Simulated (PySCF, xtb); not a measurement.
Si(OSiH3)(Me)2(Cl) (C2H9ClOSi2), SMILES [SiH3]O[Si](C)(Cl)C.

GFN2-xTB (xtb 6.7.1) at its own geometry gives an orbital gap of 5.65 eV and a dipole moment of 2.32 D.

Geometry: PBE-D3(BJ)/def2-SVP. One conformer was computed; it need not be the lowest.

Q: What does r2SCAN/def2-TZVP (PySCF) give? (The exact figures need the calculation; the answer reports its results.)

A: gap 7.03 eV (levels -7.31 and -0.28 eV), dipole 1.75 D.
